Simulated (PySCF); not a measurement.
## Dipole response of In (indium, neutral)

[Kr] 4d10 5s1 5p2, high-spin 4P determinant (an excited configuration). Computed with PySCF 2.14 in aug-cc-pV5Z-PP with ECP28MDF (8s8p6d4f3g2h, 139 functions), with scalar relativity through the core potential. Coupled (time-dependent) response in atomic units; α is the mean over directions.

```tsv
method	mean α (bohr³)	α xx, yy, zz	C₆ (like pair)	S(−4)
PBE0	71.67	56.22, 79.39, 79.39	777.8	2376
BP86	75.69	57.43, 84.82, 84.82	828.0	2800
```

S(−4) is the Cauchy moment in α(ω) = α(0) + S(−4) ω² + …

Spin-orbit coupling is absent.

α(iu) at PBE0:

```
u (hartree)  α(iu) (bohr³)
          0          71.67
     0.0500          66.32
      0.100          54.98
      0.200          34.81
      0.300          22.99
      0.500          12.30
      0.750          7.301
       1.00          5.064
       1.50          3.034
       2.00          2.087
       3.00          1.182
       5.00         0.5248
```

A single London oscillator, α(iu) = α/(1 + u²/ω²), gives C₆ = (3/4) ω α². Matching the computed C₆ needs ω = 4 × 777.8 / (3 × 71.67²) = 0.202 hartree.

The components differ because the open shell of this determinant is not spherical; for a pure term their mean is the scalar polarisability.

Energies and moments cover only the electrons outside the core potential.
